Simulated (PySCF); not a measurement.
## How the method moves the HOMO and LUMO of `BC(=C)OC`

C3H7BO.
Z-matrix (Å and degrees, PBE0-D3(BJ)/def2-SVP geometry), rows numbered from 1:
```
B 
C   1  1.5477
C   2  1.3560  1  117.55
O   2  1.3559  1  125.64  3   179.32
C   4  1.4000  2  118.78  1     1.85
H   1  1.2069  2  123.58  3  -178.27
H   1  1.2065  2  117.28  3     1.50
H   3  1.0893  2  119.94  1    -0.67
H   3  1.0955  2  121.22  1   179.22
H   5  1.0985  4  106.62  2   177.94
H   5  1.1043  4  112.21  2   -63.11
H   5  1.1041  4  112.19  2    59.01
```

Basis pcSseg-2 throughout (PySCF), one geometry. The structure is a single PBE0-D3(BJ)/def2-SVP conformer in the gas phase; no vibrational or solvent corrections.

How do the orbital energies, the gap and the dipole change with the method?

| method | kind | HOMO (eV) | LUMO (eV) | gap (eV) | μ (D) | SCF cycles |
| --- | --- | --- | --- | --- | --- | --- |
| B97-2 | global hybrid | -6.69 | -2.12 | 4.57 | 0.53 | 14 |
| PBE0 | global hybrid | -6.95 | -2.14 | 4.81 | 0.52 | 14 |
| mPW1PW91 | global hybrid | -6.97 | -2.13 | 4.83 | 0.52 | 14 |
| BHandHLYP | global hybrid | -7.93 | -1.10 | 6.83 | 0.51 | 13 |
| CAM-B3LYP | range-separated hybrid | -8.22 | -1.05 | 7.16 | 0.54 | 13 |
| wB97X-D | range-separated hybrid | -8.73 | -0.30 | 8.42 | 0.55 | 14 |
| LC-wPBE | range-separated hybrid | -9.47 | 0.07 | 9.54 | 0.59 | 14 |

The HOMO spans 2.78 eV, from B97-2 down to LC-wPBE, and the gap runs from 4.57 eV (B97-2) to 9.54 eV (LC-wPBE). Over the methods B97-2 (21 %), PBE0 (25 %), mPW1PW91 (25 %), BHandHLYP (50 %), a straight line through the gap against the share of exact exchange rises by 0.79 eV for each 10 % (correlation coefficient 1.000). The dipole ranges from 0.51 D (BHandHLYP) to 0.59 D (LC-wPBE). This basis has no diffuse functions.
